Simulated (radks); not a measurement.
Question: Species: Os IV. Configuration: [Xe] 4f14 5d5. Method: Dirac Kohn-Sham, LDA (Slater exchange, Perdew-Wang correlation), spin-unpolarised, spherical densities, point nucleus; open shells fill j = l - 1/2 first; computed with a radial shooting solver on a logarithmic mesh with Libxc functionals. Some entries of the table are withheld. Estimate them.

| orbital | occ. | eigenvalue (hartree) | <r> (bohr) | <1/r> (bohr^-1) |
|---|---|---|---|---|
| 1s1/2 | 2 | -2709.887 | 0.01774 | 90.45 |
| 2s1/2 | 2 | -472.5821 | 0.07429 | 22.09 |
| 2p1/2 | 2 | -452.5994 | 0.06132 | 22.05 |
| 2p3/2 | 4 | -396.3816 | 0.06951 | 18.31 |
| 3s1/2 | 2 | -110.8109 | 0.1935 | 8.107 |
| 3p1/2 | 2 | -101.8633 | 0.1836 | 8.023 |
| 3p3/2 | 4 | -89.60665 | 0.1987 | 7.051 |
| 3d3/2 | 4 | -74.58530 | 0.1735 | 6.949 |
| 3d5/2 | 6 | -71.92849 | 0.1781 | 6.723 |
| 4s1/2 | 2 | -24.24228 | 0.4319 | 3.420 |
| 4p1/2 | 2 | -20.49033 | (1) | 3.310 |
| 4p3/2 | 4 | -17.60221 | (2) | 2.970 |
| 4d3/2 | 4 | -11.43860 | 0.4827 | 2.761 |
| 4d5/2 | 6 | -10.90366 | 0.4941 | 2.680 |
| 5s1/2 | 2 | (3) | 1.004 | 1.355 |
| 5p1/2 | 2 | -3.31494 | 1.093 | 1.229 |
| 4f5/2 | 6 | -3.09280 | 0.5520 | 2.259 |
| 4f7/2 | 8 | -2.98947 | 0.5601 | 2.227 |
| 5p3/2 | 4 | -2.85518 | 1.190 | 1.109 |
| 5d3/2 | 4 | -1.31468 | 1.589 | 0.8153 |
| 5d5/2 | 1 | -1.26794 | 1.634 | 0.7900 |

Answer: 
(1) 4p1/2 <r> (bohr): 0.4358
(2) 4p3/2 <r> (bohr): 0.4697
(3) 5s1/2 eigenvalue (hartree): -4.48020
